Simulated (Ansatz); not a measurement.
Two isomers of CH9NOSi2: A = `NC([SiH3])[SiH2]O`, B = `C[SiH](N)[SiH2]O`.

Computed with Ansatz on PBE0-D4/def2-TZVP structures; ΔE is electronic, products minus reactants. CCSD(T)/CBS adds triple-zeta CCSD(T) − MP2 to the extrapolated MP2 energy (def2 sets, frozen cores). Functionals use def2-TZVPP. B3LYP here is the variant with VWN-RPA as its local correlation; programs differ in this. One conformer a species, not always the lowest.

A:

Z-matrix (Å, degrees):
```
C
Si 1 1.881
Si 1 1.873 2 113.8
N 1 1.474 2 109.4 3 -127.4
H 1 1.099 2 104.7 3 116.7
H 2 1.489 1 109.0 3 73.2
H 2 1.485 1 111.2 3 -167.0
H 2 1.489 1 110.0 3 -45.7
O 3 1.654 1 104.8 2 -173.8
H 3 1.491 1 112.3 2 65.5
H 3 1.493 1 110.4 2 -55.6
H 4 1.014 1 110.2 2 175.5
H 4 1.014 1 110.6 2 57.9
H 9 0.957 3 118.2 1 166.4
```

B:

```xyz
14

C     1.576    0.096    1.120
Si   -0.250   -0.031    0.736
N    -0.754    1.531    0.136
Si   -0.677   -1.369   -1.149
O    -0.487   -0.305   -2.406
H     1.959   -0.865    1.472
H     2.143    0.382    0.231
H     1.764    0.836    1.903
H    -0.970   -0.471    1.973
H    -1.742    1.693    0.002
H    -0.338    2.351    0.554
H    -2.049   -1.955   -1.159
H     0.278   -2.499   -1.317
H    -0.453    0.608   -2.095
```

**Question.** Which isomer does CCSD(T)/CBS put lower? Give the gap. (An estimate is asked.)

**Answer.** The calculation gave: B, by 131.0 kJ/mol.

**Question.** Give E(B) − E(A) in kJ/mol with HF/def2-TZVPP, CCSD(T)/def2-TZVPP, B3LYP-D4, B3LYP, PBE-D4, MP2/def2-TZVPP, PBE0-D4. (Estimate.)

**Answer.** The calculation gave: HF/def2-TZVPP -127.3, CCSD(T)/def2-TZVPP -128.0, B3LYP-D4 -131.6, B3LYP -133.0, PBE-D4 -134.8, MP2/def2-TZVPP -129.0, PBE0-D4 -135.3. None reverses the order clearly.

Largest T1 diagnostic: 0.011.
